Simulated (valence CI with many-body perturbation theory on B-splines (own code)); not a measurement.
The numbers below are computed, except where a source is named.
I⁴⁷⁺: magnetic and hyperfine properties of the levels

Level of theory: valence CI with perturbative core correlation (CI+MBPT): four valence electrons over a frozen Dirac-Fock core [He], a basis of 11 s, 11 p, 10 d, 8 f, 5 g, 2 h functions for each j, with the one-electron correlation potential Σ1, the two-electron term Σ2, the three-electron term Σ3, Breit, model QED; selected CI, second order for the rest, scaled by the run's own slope (own B-spline code, finite nucleus).

No measured spectrum was set against this ion. As an estimate, large intervals hold to a few tenths of a per cent, small ones and those within an open d or f shell to about a per cent. Among the levels kept, up to 870 cm⁻¹ of a level comes from second order outside the variational space, and about a tenth of that is noise between levels of different J, which matters for small intervals.

A/g_I is the dipole constant over the nuclear g factor μ/I (μ in nuclear magnetons, uniformly magnetised nucleus), B/Q the quadrupole constant per barn. Both hold the static response of the core; the bare values leave it out. Large factors of s and p1/2 electrons are usually good to 5 to 10 %; those of open d and f shells near neutrality can be off by tens of per cent, and small factors of p3/2, d and f electrons come from cancelling terms and can be off by a factor of two or in sign, in half-filled shells by more. B is blank for J = 1/2, where it vanishes, and for nearly pure S terms. Energies count from the lowest level. Levels with J = 0 are left out.

Levels are named by their leading jj configuration (3d3/2^4 stands for four electrons in 3d with j = 3/2), which in mixed levels can hold well under half, so a name can repeat and another be missing. Letters in brackets count levels of one name in rising energy.

| Level | E (eV) | g | A/g_I (MHz) | A/g_I bare | B/Q (MHz/b) | B/Q bare |
| --- | --- | --- | --- | --- | --- | --- |
| (2s^2 2p1/2 2p3/2) J=1 | 305.3 | 1.485 | -112000 | -99300 | 273000 | 274000 |
| (2s^2 2p1/2 2p3/2) J=2 | 320.7 | 1.168 | 679000 | 682000 | 469000 | 470000 |
| (2s 2p1/2^2 2p3/2) J=2 | 486.0 | 1.579 | 1630000 | 1620000 | 471000 | 472000 |
| (2s 2p1/2^2 2p3/2) J=1 | 545.7 | 1.077 | -1060000 | -1030000 | 360000 | 360000 |
| (2s^2 2p3/2^2) J=2 | 638.1 | 1.295 | 293000 | 301000 | 75000 | 75100 |
| (2s 2p1/2 2p3/2^2) J=2 [a] | 776.1 | 1.539 | 1210000 | 1210000 | 212000 | 212000 |
| (2s 2p1/2 2p3/2^2) J=3 | 810.3 | 1.314 | 1470000 | 1470000 | -1150 | -1170 |
| (2s 2p1/2 2p3/2^2) J=1 [a] | 860.9 | 1.292 | -691000 | -664000 | -316000 | -317000 |
| (2s 2p1/2 2p3/2^2) J=2 [b] | 871.1 | 1.075 | -30100 | -13800 | -144000 | -144000 |
| (2s 2p1/2 2p3/2^2) J=1 [b] | 874.6 | 1.358 | 2970000 | 2940000 | 148000 | 149000 |
| (2p1/2^2 2p3/2^2) J=2 | 1066.0 | 1.335 | 264000 | 280000 | 67400 | 67600 |
| (2s 2p3/2^3) J=2 | 1152.6 | 1.403 | 1680000 | 1670000 | -544000 | -545000 |
| (2s 2p3/2^3) J=1 | 1208.4 | 1.203 | -1100000 | -1060000 | -189000 | -189000 |
| (2p1/2 2p3/2^3) J=1 | 1380.5 | 1.485 | -134000 | -111000 | -270000 | -270000 |
| (2p1/2 2p3/2^3) J=2 | 1396.6 | 1.129 | 680000 | 685000 | -610000 | -611000 |
| (2s^2 2p1/2 3s) J=1 | 4833.0 | 1.323 | 1790000 | 1770000 | -11700 | -11700 |
| (2s^2 2p1/2 3p1/2) J=1 | 4885.4 | 0.653 | 1230000 | 1220000 | -2760 | -2770 |
| (2s^2 2p1/2 3p3/2) J=1 | 4978.2 | 1.728 | 1430000 | 1410000 | 56700 | 56800 |
| (2s^2 2p1/2 3p3/2) J=2 | 4991.4 | 1.159 | 536000 | 535000 | 147000 | 147000 |
| (2s 2p1/2^2 3s) J=1 | 5005.7 | 1.860 | 1880000 | 1860000 | 19600 | 19700 |
| (2s^2 2p1/2 3d3/2) J=2 | 5036.6 | 0.753 | 513000 | 509000 | 35800 | 36100 |
| (2s 2p1/2^2 3p1/2) J=1 | 5046.5 | 1.169 | 1690000 | 1670000 | 5860 | 5920 |
| (2s^2 2p1/2 3d3/2) J=1 | 5062.2 | 1.090 | 1000000 | 987000 | -946 | -863 |
| (2s^2 2p1/2 3d5/2) J=2 | 5072.6 | 1.281 | -274000 | -272000 | 27600 | 27900 |
| (2s^2 2p1/2 3d5/2) J=3 | 5075.5 | 1.105 | 331000 | 329000 | 19300 | 19700 |
| (2s 2p1/2^2 3p3/2) J=2 | 5153.8 | 1.537 | 1370000 | 1360000 | 191000 | 192000 |
| (2s 2p1/2^2 3p3/2) J=1 | 5158.6 | 1.103 | -1250000 | -1230000 | 85500 | 85600 |
| (2s^2 2p3/2 3s) J=2 | 5160.0 | 1.490 | 724000 | 724000 | 505000 | 506000 |
| (2s^2 2p3/2 3s) J=1 | 5165.4 | 1.137 | -103000 | -88000 | 279000 | 280000 |
| (2s 2p1/2^2 3d3/2) J=1 | 5199.0 | 0.432 | -1360000 | -1340000 | 11100 | 11300 |
| (2s 2p1/2^2 3d3/2) J=2 | 5203.3 | 1.166 | 1320000 | 1310000 | 27100 | 27300 |

**Question.** Take the isotope of mass number 127, with I = 5/2, μ = 2.8087 μN and Q = -0.688 b. What is the hyperfine structure of (2s 2p1/2^2 2p3/2) J=1?

**Answer.** From the table A = -1190000 MHz, B = -247000 MHz. Shifts from the centre of gravity in MHz: F = 3/2: 3990000, F = 5/2: 1390000, F = 7/2: -3040000.
